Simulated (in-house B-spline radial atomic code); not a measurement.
# Removing one electron from Pb2+

Closed shell [Xe] 4f14 5d10 6s2. Computed with a B-spline radial code for spherical atoms: Koopmans values of Dirac-Hartree-Fock plus a diagonal self-energy, in second order or with its direct term screened (direct RPA, with the hole-particle interaction, or full time-dependent Hartree-Fock), linearised in energy; no-pair Dirac-Coulomb Hamiltonian, finite nucleus. Shifts add to the Koopmans value (the ΔSCF shift is orbital relaxation alone); the final value takes TDHF screening with Breit and QED.

Command:
```bash
python run_mb.py task.json out
```
Settings (nuclear radius in fm, box in bohr, cutoff in hartree):
```
basis_form          2
Z                   82
core_configuration  [Xe] 4f14 5d10 6s2
rms_radius          5.5012
mass_number         208
speed_of_light      137.036
box_radius          16.642
lmax                7
intervals           63
virtual_cutoff      26896.0
```

Time taken, with all properties: 84 s on 1 thread of Intel(R) Xeon(R) Platinum 8559C (shared host).

Energies in eV:

| subshell | Koopmans | ΔSCF shift | second order | direct RPA | hole-particle | TDHF | Breit + QED | final |
| --- | --- | --- | --- | --- | --- | --- | --- | --- |
| 6s1/2 | 30.17 | -0.321 | ? | ? | ? | ? | ? | ? |

What does the self-energy do to 6s1/2?

It shifts the removal energy by 2.137 eV in second order, 1.026 with direct RPA, 1.133 with the hole-particle term and 1.308 with TDHF screening (quasi-particle weight 0.968); Breit and QED add -0.068 eV. The final value is 31.41 eV, against 31.937 eV (NIST, measured).
